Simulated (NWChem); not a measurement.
System: iodine monochloride (ICl); SMILES ClI

Input file for NWChem:

```
start job
memory heap 200 mb stack 900 mb global 1100 mb
geometry units angstroms noautosym nocenter noautoz
  Cl     0.000000     0.000000     1.771383
  I      0.000000     0.000000    -0.585249
end
basis spherical
  * library def2-svpd
end
ecp
  I library def2-ecp
end
dft
  xc xpbe96 cpbe96
  iterations 150
end
property
  response 1 0.0
end
task dft property
```

Parts of the log:

```
             Northwest Computational Chemistry Package (NWChem) 7.3.0
             --------------------------------------------------------

                             Geometry "geometry" -> ""
                             -------------------------

 Output coordinates in angstroms (scale by  1.889725989 to convert to a.u.)

  No.       Tag          Charge          X              Y              Z
 ---- ---------------- ---------- -------------- -------------- --------------
    1 Cl                  17.0000     0.00000000     0.00000000     1.77138300
    2 I                   53.0000     0.00000000     0.00000000    -0.58524900

 Effective nuclear repulsion energy (a.u.)     202.3178423058

                                 NWChem DFT Module
                                 -----------------

 Summary of "ao basis" -> "ao basis" (spherical)
 ------------------------------------------------------------------------------
       Tag                 Description            Shells   Functions and Types
 ---------------- ------------------------------  ------  ---------------------
 Cl                        def2-svpd                11       27   5s4p2d
 I                         def2-svpd                13       35   5s5p3d

            General Information
            -------------------
          SCF calculation type: DFT
          Wavefunction type:  closed shell.
          No. of atoms     :     2
          No. of electrons :    42
           Alpha electrons :    21
            Beta electrons :    21
          Charge           :     0
          Spin multiplicity:     1
          Use of symmetry is: off; symmetry adaption is: off
          Maximum number of iterations: 150
          AO basis - number of functions:    62
                     number of shells:    24
          Convergence on energy requested:  1.00D-06
          Convergence on density requested:  1.00D-05
          Convergence on gradient requested:  5.00D-04

              XC Information
              --------------
          PerdewBurkeErnzerhof Exchange Functional  1.000
            Perdew 1991 LDA Correlation Functional  1.000 local
           PerdewBurkeErnz. Correlation Functional  1.000 non-local

             Grid Information
             ----------------
          Grid used for XC integration:  medium
          Radial quadrature: Mura-Knowles
          Angular quadrature: Lebedev.
          Tag              B.-S. Rad. Rad. Pts. Rad. Cut. Ang. Pts.
          ---              ---------- --------- --------- ---------
          Cl                  1.00       88          12.0       590
          I                   1.40      123          12.0       590
          Grid pruning is: on
          Number of quadrature shells:   211
          Spatial weights used:  Erf1

      Superposition of Atomic Density Guess
      -------------------------------------

 Sum of atomic energies:        -806.45624691

      Non-variational initial energy
      ------------------------------

 Total energy =    -756.040649
 1-e energy   =   -1342.585849
 2-e energy   =     491.112256
 HOMO         =      -0.315237
 LUMO         =      -0.141746

   convergence    iter        energy       DeltaE   RMS-Dens  Diis-err
 ---------------- ----- ----------------- --------- --------- ---------
 d= 0,ls=0.0,diis     1   -757.5290327114 -8.53D+02  1.56D-02  2.71D-01
 d= 0,ls=0.0,diis     2   -757.5293269516 -2.94D-04  9.10D-03  1.54D-01
 d= 0,ls=0.0,diis     3   -757.5449791261 -1.57D-02  4.55D-03  6.14D-02
 d= 0,ls=0.0,diis     4   -757.5533839311 -8.40D-03  1.64D-03  1.17D-02
 d= 0,ls=0.0,diis     5   -757.5553654427 -1.98D-03  2.23D-04  1.01D-04
  Resetting Diis
 d= 0,ls=0.0,diis     6   -757.5553859002 -2.05D-05  4.74D-05  7.42D-06
 d= 0,ls=0.0,diis     7   -757.5553871371 -1.24D-06  1.43D-05  7.78D-08
 d= 0,ls=0.0,diis     8   -757.5553870757  6.15D-08  9.53D-06  4.29D-07

         Total DFT energy =     -757.555387075656
      One electron energy =    -1342.500788059831
           Coulomb energy =      539.737254851519
    Exchange-Corr. energy =      -50.224798351196
 Nuclear repulsion energy =       95.432944483853

 Numeric. integr. density =       42.000000493025

                       DFT Final Molecular Orbital Analysis
                       ------------------------------------

 Vector   19  Occ=2.000000D+00  E=-3.270345D-01
              MO Center= -6.5D-08,  6.0D-08,  1.2D+00, r^2= 2.2D+00
   Bfn.  Coefficient  Atom+Function         Bfn.  Coefficient  Atom+Function
  ----- ------------  ---------------      ----- ------------  ---------------
    12      0.374927  1 Cl px                13     -0.342778  1 Cl py
     9      0.301147  1 Cl px                10     -0.275324  1 Cl py
    39      0.228295  2 I  px                40     -0.208720  2 I  py
     6      0.173868  1 Cl px                 7     -0.158959  1 Cl py
    42      0.157122  2 I  px                43     -0.143649  2 I  py

[...]

 DFT Linear Response polarizability / au
 Frequency  =       0.0000000 / au
              X              Y              Z
 -----------------------------------------------
 X      42.7575342      0.0000014     -0.0000006
 Y       0.0000014     42.7575352      0.0000006
 Z      -0.0000006      0.0000006     66.2442978
 -----------------------------------------------
 Eigenvalues =      42.7575332     42.7575362     66.2442978
 Isotropic   =      50.5864557
 Anisotropic =      23.4867631
 -----------------------------------------------

 Magnetic Dipole Response Matrix (nonzero elements):

 Exiting AOResponse driver routine
```

Level: PBE/def2-SVPD with def2 effective core potentials on I. Geometry: optimised at PBE0/def2-SVP. def2 effective core potentials on I; no spin-orbit coupling.
